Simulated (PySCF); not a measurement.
H2O2S2.

```xyz
6

O      1.8568     0.4196    -0.6945
S      0.9207    -0.4141     0.4427
S     -0.9207     0.4141     0.4427
O     -1.8568    -0.4196    -0.6945
H      1.7944    -0.0745    -1.5273
H     -1.7944     0.0745    -1.5273
```
Charge 0, spin multiplicity 1.

Geometry optimised at B3LYP-D3(BJ)/def2-SVP. One conformer was computed; it need not be the lowest.

The numbers are results of B3LYP/pcSseg-2 run with PySCF, not measurements. Non-relativistic, no solvent.

Computed absolute GIAO shielding of each atom: isotropic value and principal components (ppm):
| atom | σ(iso) | σ11 | σ22 | σ33 | span |
|---|---|---|---|---|---|
| O1 | 247.1 | 149.8 | 273.5 | 317.9 | 168.1 |
| S2 | -134.3 | -347.9 | -132.1 | 77.1 | 425.0 |
| S3 | -134.3 | -347.9 | -132.1 | 77.1 | 425.0 |
| O4 | 247.1 | 149.8 | 273.5 | 317.9 | 168.1 |
| H5 | 28.0 | 20.2 | 25.8 | 38.1 | 18.0 |
| H6 | 28.0 | 20.2 | 25.8 | 38.1 | 18.0 |
